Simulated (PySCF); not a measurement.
**Assigning NMR signals**

Atoms are numbered as in `[CH3:1][P:2]1(=[NH:3])[CH2:4][CH2:5][P:6]([SiH3:7])[CH2:8][CH2:9]1`; H(Xn) means a hydrogen on atom n.

- GIAO PBE0/pcSseg-1 shieldings
- GFN2-xTB geometry
- code: PySCF 2.14
- a single conformation, fast rotation and ring inversion assumed for equivalent nuclei, non-relativistic Hamiltonian, in vacuum

Chemical shifts δ = σref − σ; TMS for ¹³C (186.93 ppm) and ¹H (31.72 ppm), all at this level.

Q: Assign these signals to the numbered atoms. ¹³C{¹H} NMR (computed): δ 34.9 (CH2), 23.8 (CH3), 19.3 (CH2).

A: 
| δ (ppm) | atoms | environment | reason |
| --- | --- | --- | --- |
| 34.9 | C4/C9 | sp3 CH2 bonded to P | – |
| 23.8 | C1 | methyl carbon bonded to P | – |
| 19.3 | C5/C8 | sp3 CH2 bonded to P | – |

Q: Assign these signals to the numbered atoms. ¹H NMR (600 MHz, computed): δ 3.88 (m, 3H), 2.93 (m, 2H), 2.04 (m, 2H), 1.56 (m, 2H), 1.50 (m, 2H), 1.19 (m, 3H), -0.41 (br s, 1H).

A: 
3.88 → H(Si7), hydrogen on a silicon bonded to P
2.93 → Ha(C5)/Ha(C8), hydrogen on an sp3 CH2 bonded to P
2.04 → Ha(C4)/Ha(C9), hydrogen on an sp3 CH2 bonded to P
1.56 → Hb(C5)/Hb(C8), hydrogen on an sp3 CH2 bonded to P
1.50 → Hb(C4)/Hb(C9), hydrogen on an sp3 CH2 bonded to P
1.19 → H(C1), hydrogen on a methyl carbon bonded to P
-0.41 → H(N3), hydrogen on a nitrogen bonded to P: labile proton, position sensitive to the medium

Hb(C5)/Hb(C8) and Hb(C4)/Hb(C9) lie closer than the usual error of such a calculation, so a measured spectrum could show them in the other order.

The OH or NH signal is concentration- and solvent-dependent in practice; the value given is the gas-phase one. Splittings by ³¹P in the carbon and heteronuclear signals aren't shown, as no couplings were computed. Shifts are as computed. Against solution values, carbons near 30 ppm lie about +3 ppm off and those near 130 ppm about +5 ppm. Of 1211 compounds with measured shifts, 218 miss one by over three times the rms of a fit or turn the order of signals round; such compounds aren't used in these exercises. No couplings were computed; multiplicities are counted from neighbouring protons, with m where these are inequivalent, close in shift, in a saturated or five-membered ring or joined by F or P, and br s for small geminal =CH2 splittings.
